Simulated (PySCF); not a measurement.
From results back to the method.

Species: Ge₂H₁₀SSi₂.
SMILES with atom numbers: `[SiH3:1][S:2][GeH2:3][GeH2:4][SiH3:5]` (hydrogens: H6, H7, H8 on Si1; H9, H10 on Ge3; H11, H12 on Ge4; H13, H14, H15 on Si5)

The closed-shell ground state was solved 4 times with PySCF (density fitting, gas phase), always with PBE0, in these basis sets: 6-31G, 6-31G*, STO-3G and cc-pVDZ. The structure is a single PBE0-D3(BJ)/def2-SVP conformer in the gas phase; no vibrational or solvent corrections. The calculation is non-relativistic and has no spin–orbit coupling, an omission that weighs most on germanium.

```csv
row,total energy (Eh),HOMO (eV),LUMO (eV),dipole (D)
P,-5135.4605,-7.06,-0.69,2.22
Q,-5077.4661,-3.28,5.00,0.97
R,-5136.2621,-7.09,-0.46,1.33
S,-5135.6986,-7.05,-0.53,1.62
```

Which basis belongs to which row?

P = 6-31G, Q = STO-3G, R = cc-pVDZ, S = 6-31G*. From the lowest total energy up: cc-pVDZ (158 functions) 0 eV; 6-31G* (138 functions) +15.33 eV; 6-31G (113 functions) +21.81 eV; STO-3G (73 functions) +1599.92 eV.

The values belong to the conformer `[SiH3:1][S:2][GeH2:3][GeH2:4][SiH3:5]`: Si1–S2–Ge3–Ge4 68°, S2–Ge3–Ge4–Si5 30°.
